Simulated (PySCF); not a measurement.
The dipole of `C#C[C@H]([SiH3])S[SiH2]O[SiH3]` from its density and from atomic charges.

Coordinates (GFN2-xTB, Å) and charges (e) from the PBE0/pcSseg-1 density (PySCF):

| atom | x | y | z | Mulliken | IAO | Hirshfeld | ESP-fitted |
| --- | --- | --- | --- | --- | --- | --- | --- |
| C1 | -1.543 | 1.304 | -2.363 | -0.3637 | -0.2435 | -0.1101 | -0.4615 |
| C2 | -1.312 | 0.668 | -1.373 | +0.3339 | -0.0369 | -0.0511 | +0.1135 |
| C3 | -1.053 | -0.030 | -0.152 | -0.7049 | -0.4475 | -0.0958 | -0.2683 |
| Si4 | -2.592 | -0.974 | 0.492 | +0.5850 | +0.6389 | +0.3192 | +0.3832 |
| S5 | -0.545 | 1.160 | 1.177 | -0.2509 | -0.1966 | -0.0844 | -0.2890 |
| Si6 | 1.424 | 1.658 | 0.508 | +0.8657 | +0.9447 | +0.3779 | +0.5964 |
| O7 | 2.212 | 0.299 | 0.135 | -0.7257 | -0.8901 | -0.3007 | -0.4615 |
| Si8 | 2.611 | -1.275 | 0.185 | +0.6921 | +0.8743 | +0.3942 | +0.5858 |
| H9 | -1.742 | 1.834 | -3.246 | +0.0429 | +0.2030 | +0.0934 | +0.3127 |
| H10 | -0.213 | -0.717 | -0.284 | +0.2429 | +0.1676 | +0.0455 | +0.1876 |
| H11 | -3.642 | -0.006 | 0.790 | -0.0534 | -0.1008 | -0.0655 | -0.0362 |
| H12 | -2.178 | -1.715 | 1.682 | -0.0687 | -0.1093 | -0.0709 | -0.0766 |
| H13 | -3.003 | -1.885 | -0.581 | -0.0713 | -0.1112 | -0.0715 | -0.0819 |
| H14 | 2.052 | 2.283 | 1.655 | -0.1040 | -0.1349 | -0.0726 | -0.0737 |
| H15 | 1.375 | 2.408 | -0.735 | -0.0996 | -0.1372 | -0.0766 | -0.0892 |
| H16 | 1.837 | -1.926 | 1.242 | -0.1095 | -0.1455 | -0.0785 | -0.1212 |
| H17 | 2.259 | -1.794 | -1.136 | -0.1107 | -0.1413 | -0.0775 | -0.1145 |
| H18 | 4.043 | -1.285 | 0.463 | -0.1001 | -0.1337 | -0.0749 | -0.1056 |

Problem. Form Σ q r in debye for every column and set it beside the full dipole.

Solution. The full density gives (0.68, -1.00, -0.62) D, 1.36 D in size; dipole vectors point from the negative to the positive end.

```
    scheme     μx     μy     μz  size (D)  share of the full size (%)  angle to the full dipole (°)
  Mulliken   0.70  -2.58   2.35      3.56                         262                            71
       IAO  -0.18  -1.33   0.90      1.62                         119                            73
 Hirshfeld   0.08  -0.57   0.35      0.67                          49                            64
ESP-fitted   0.70  -0.99  -0.63      1.37                         100                             1
```

Problem. Which set comes closest?

Solution. Length of the difference vector: ESP-fitted 0.02 D, Hirshfeld 1.22 D, IAO 1.79 D, Mulliken 3.37 D. Closest: ESP-fitted. 

Problem. What is left for the Hirshfeld atoms' own dipoles?

Solution. The shares of the density sum to the whole, so what Σ q r misses lies in dipoles about the nuclei. The atomic dipoles sum to (0.68, -1.00, -0.62) − (0.08, -0.57, 0.35) = (0.60, -0.43, -0.97) D, 1.22 D in size.

Problem. With the origin at the mean of the coordinates, (0.000, 0.000, -0.085) Å, which are the largest single terms, by size, of the Hirshfeld dipole along the direction of the full one?

Solution. Si8 +4.02, Si6 -1.40, Si4 -1.31, O7 -1.14, H17 -1.09 D; all 18 atoms together +0.30 D. The single terms depend on the origin, their sum doesn't.

Problem. Give the size of the full dipole in other units.

Solution. 1.36 D = 0.535 au = 0.283 e·Å = 4.53 × 10⁻³⁰ C·m.

The structure is a single GFN2-xTB conformer in the gas phase; no vibrational or solvent corrections.

Conformer computed: `[CH:1]#[C:2][C@H:3]([SiH3:4])[S:5][SiH2:6][O:7][SiH3:8]`: C2–C3–S5–Si6 -73°, C3–S5–Si6–O7 -47°, S5–Si6–O7–Si8 -28°.
